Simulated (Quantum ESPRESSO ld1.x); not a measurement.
Question: The mean radii <r> (bohr) of the occupied orbitals of an atom or ion are listed with their occupations. All-electron calculation, scalar-relativistic Kohn-Sham, LDA (Slater exchange, VWN5 correlation), spin-polarised, spherical densities, point nucleus. Program: ld1.x of Quantum ESPRESSO 7.5.

| orbital | occ. | <r> |
|---|---|---|
| 1s up | 1 | 0.03026 |
| 1s down | 1 | 0.03025 |
| 2s up | 1 | 0.1231 |

Name the element and its charge. Open shells, if any, are filled with parallel spins first.

Answer: Z = 48, cadmium, charge +45: Cd45+ in [He] 2s1. The 1s radius gives Z: for a bare nucleus <r> = (2 gamma + 1)/(2Z) with gamma = sqrt(1 - (Z/c)^2), 0.02993 bohr for Z = 48, and screening makes it slightly larger (0.03026 here). The occupations add up to 3, and the charge is Z minus that.
